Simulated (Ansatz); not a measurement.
Geometry optimisation, DFT PBEsol, scalar-relativistic, plane waves, PAW (Ansatz).

Input:

```yaml
crystal:
  lattice:
    - [7.67918, 0.0, 0.0]
    - [0.0, 7.67918, 0.0]
    - [0.0, 0.0, 20.254362]
  atoms:
    - { symbol: H, position: [0.409392, 0.0, 0.0493721] }
    - { symbol: H, position: [0.090608, 0.0, 0.0493721] }
    - { symbol: H, position: [0.909392, 0.0, 0.0493721] }
    - { symbol: H, position: [0.590608, 0.0, 0.0493721] }
    - { symbol: H, position: [0.409392, 0.5, 0.0493721] }
    - { symbol: H, position: [0.090608, 0.5, 0.0493721] }
    - { symbol: H, position: [0.909392, 0.5, 0.0493721] }
    - { symbol: H, position: [0.590608, 0.5, 0.0493721] }
    - { symbol: Si, position: [0.25, 0.0, 0.0921036] }
    - { symbol: Si, position: [0.75, 0.0, 0.0921036] }
    - { symbol: Si, position: [0.25, 0.5, 0.0921036] }
    - { symbol: Si, position: [0.75, 0.5, 0.0921036] }
    - { symbol: Si, position: [0.25, 0.25, 0.1591262] }
    - { symbol: Si, position: [0.75, 0.25, 0.1591262] }
    - { symbol: Si, position: [0.25, 0.75, 0.1591262] }
    - { symbol: Si, position: [0.75, 0.75, 0.1591262] }
    - { symbol: Si, position: [0.0, 0.25, 0.2261488] }
    - { symbol: Si, position: [0.5, 0.25, 0.2261488] }
    - { symbol: Si, position: [0.0, 0.75, 0.2261488] }
    - { symbol: Si, position: [0.5, 0.75, 0.2261488] }
    - { symbol: Si, position: [0.0, 0.0, 0.2931714] }
    - { symbol: Si, position: [0.5, 0.0, 0.2931714] }
    - { symbol: Si, position: [0.0, 0.5, 0.2931714] }
    - { symbol: Si, position: [0.5, 0.5, 0.2931714] }
    - { symbol: Si, position: [0.25, 0.0969069, 0.3582191] }
    - { symbol: Si, position: [0.75, 0.0969069, 0.3582191] }
    - { symbol: Si, position: [0.25, 0.4030931, 0.3404452] }
    - { symbol: Si, position: [0.75, 0.4030931, 0.3404452] }
    - { symbol: H, position: [0.25, 0.4689802, 0.407535] }
    - { symbol: H, position: [0.75, 0.4689802, 0.407535] }
    - { symbol: Si, position: [0.7627357, 0.1039216, 0.4707313] }
    - { symbol: Cl, position: [0.9749161, 0.1478982, 0.5323476] }
    - { symbol: Cl, position: [0.5505553, 0.0599449, 0.5323476] }
basis:
  ecutwfc: 420.0
kpoints:
  mp_grid: { grid: [2, 2, 1] }
hamiltonian:
  xc: pbesol
  pseudopotentials: { kind: paw, azcp: { folder: soft_1 } }
scf:
  occupations: { method: fermi_dirac, width: 0.02 }
  lower_state_search: "off"
relax:
  f_tol: 0.08
  max_steps: 25
  adjacent_minimum: "off"
  constraints: [{ sites: [0, 1, 2, 3, 4, 5, 6, 7, 8, 9, 10, 11] }]
```

Run as:

```bash
$ ansatz run input.yaml --threads 2 --pin off --max-ram 5120MiB --backend cpu --events-out ev --progress --plain --runs-dir out
```

Task: Where does it end, and by what steps?

Result: The run converged. The threshold is loose, so the end isn't yet a minimum. The force dipped under the threshold on the way, but the program's further checks kept it going. Limits of this set-up: coarse k mesh, thin slab, slab without dipole correction, no dispersion correction for a molecule that may bind weakly, PAW files made for another functional. After 13 steps the energy has fallen by 1.623 eV; Cl33 moved furthest, 1.40 Å. Joined: Si28–Si31 (3.50 → 2.64 Å).

```tsv
step	energy less start (eV)	largest force component (eV/Å)	accepted
0	0.0000	1.609	yes
1	-1.0243	0.526	yes
2	-1.2553	0.369	yes
3	-1.3315	0.217	yes
4	-1.3576	0.106	yes
5	-1.3849	0.132	yes
6	-1.4190	0.154	yes
7	-1.4602	0.260	yes
8	-1.5113	0.367	yes
9	-1.5625	0.397	yes
10	-1.6116	0.330	yes
11	-1.6163	0.306	yes
12	-1.6233	0.069	yes
13	-1.6233	0.069	yes
```

```xyz
33
Lattice="7.6792 0.0000 0.0000 0.0000 7.6792 0.0000 0.0000 0.0000 20.2544" Properties=species:S:1:pos:R:3
H 3.144 0.000 1.000
H 0.696 0.000 1.000
H 6.983 0.000 1.000
H 4.535 0.000 1.000
H 3.144 3.840 1.000
H 0.696 3.840 1.000
H 6.983 3.840 1.000
H 4.535 3.840 1.000
Si 1.920 0.000 1.865
Si 5.759 0.000 1.865
Si 1.920 3.840 1.865
Si 5.759 3.840 1.865
Si 1.918 1.922 3.138
Si 5.757 1.918 3.158
Si 1.920 5.757 3.249
Si 5.759 5.758 3.275
Si 0.008 1.888 4.450
Si 3.828 1.889 4.450
Si 0.016 5.777 4.662
Si 3.823 5.778 4.661
Si 0.184 0.095 5.940
Si 3.656 0.095 5.939
Si 0.126 3.740 5.894
Si 3.712 3.741 5.891
Si 1.920 0.509 7.505
Si 5.760 0.626 6.876
Si 1.920 2.923 7.194
Si 5.757 3.026 6.740
H 1.927 3.663 8.506
H 5.742 3.227 8.407
Si 5.764 1.593 8.962
Cl 7.438 1.727 10.132
Cl 4.100 1.699 10.151
```

The run took 120 s on 2 threads of Arm Neoverse V2 (shared host), peak memory 1.6 GiB.
